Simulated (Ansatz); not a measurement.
Gas-phase electronic energies from Ansatz, PBE0-D4/def2-TZVP geometries. CCSD(T)/CBS is the MP2 limit (def2-TZVPP, def2-QZVPP) plus CCSD(T) − MP2 in def2-TZVPP, frozen cores. This one scheme is used for every species, atoms too. Functionals use def2-TZVPP. Open shells (•) are unrestricted, without spin–orbit coupling. For Ge outer-core shells are correlated without core-valence functions, so the limit isn't a true one: a few kJ/mol of doubt a bond, and 10 to 20 or more in all where bonds break to atoms. Scalar relativity is left out up to krypton. Each species was taken in one conformer, which may not be the lowest.

Reaction (hydrogen abstraction from a Ge–H bond): `C[O][GeH]([OH])[Cl]` + H• → `C[O][Ge]([OH])[Cl]`• + H₂

| species | ωB97M-V energy (Eh) |
| --- | --- |
| `C[O][GeH]([OH])[Cl]` | -2728.74381 |
| H• | -0.49411 |
| `C[O][Ge]([OH])[Cl]`• | -2728.11192 |
| H₂ | -1.16132 |

Task: Work out ΔE.

Result: ΔE = (-2728.11192) + (-1.16132) − (-2728.74381) − (-0.49411) = -0.03532 Eh = -92.7 kJ/mol. CCSD(T)/CBS gives -82.0 kJ/mol.

Largest T1 diagnostic among the species: 0.015.

From PBE to PBE0 (25 % exact exchange), in def2-TZVPP and without D4, ΔE moves by +17.3 kJ/mol. In def2-TZVPP, CCSD(T) changes the Hartree–Fock value by −30.2 kJ/mol (the triples alone add −1.6 kJ/mol) and MP2 by −17.8 kJ/mol.
